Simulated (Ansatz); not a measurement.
Ag4O3⁻, relaxed as a doublet with UKS PBE-D4/def2-SVPD in Ansatz, starting from the GFN2-xTB geometry. Force threshold 0.02 eV/Å.

In the def2 sets Ag takes a core potential; there is no spin–orbit coupling. The structure holds one bond between oxygen atoms, so isomers without such links may lie far lower. Another isomer (doublet) lies 0.91 eV lower at PBE0-D4/def2-TZVPD; other spin states weren't run for this one.

Start:

```xyz
7

Ag    1.903   -0.695   -1.141
Ag    0.020    0.606   -2.333
Ag   -0.415    0.135    0.413
Ag   -2.585   -0.883    1.302
O     1.510    0.415    1.208
O     0.828   -0.770    1.432
O    -1.261    1.192   -0.882
```

```
         step  energy (eV)  largest force component (eV/Å)  SCF passes
            1  -22126.1382                           3.139          58
            2  -22126.8747                           1.312          46
            3  -22127.1279                           1.416          50
            4  -22127.2565                           1.067          53
            5  -22127.3811                           0.563          75
            6  -22127.5363                           0.384          51
            7  -22127.7590                           0.569          49
            8  -22128.0185                           0.403          54
            9  -22128.1252                           0.621          52
           10  -22128.1657                           0.276          47
           11  -22128.1830                           0.168          45
           12  -22128.1839                           0.323          47
           13  -22128.1951                           0.084          40
           14  -22128.1985                           0.128          38
           15  -22128.2117                           0.097          39
           16  -22128.2196                           0.028          41
17 (rejected)  -22128.2130                           0.332          40
           18  -22128.2219                           0.063          37
           19  -22128.2221                           0.099          36
           20  -22128.2231                           0.015          33
```

Force components are those of the run's own axes.

End:

```xyz
7

Ag    2.001    0.055   -1.070
Ag   -0.374    0.291   -2.209
Ag   -0.259   -0.086    0.740
Ag   -3.761    0.151    0.050
O     2.659   -0.251    1.177
O     1.555   -0.300    1.910
O    -1.821    0.140   -0.598
```

Bonds lost: Ag3–O5 (atoms count from 1). Bonds formed: Ag4–O7 (atoms count from 1). Metal–metal contacts that move far: Ag3–Ag4 2.56 to 3.58 Å.

No frequencies were taken in this run, so the end may be a saddle point.

Hardware: 4 threads of Arm Neoverse V1 on a shared host. Wall time 2.3 min.
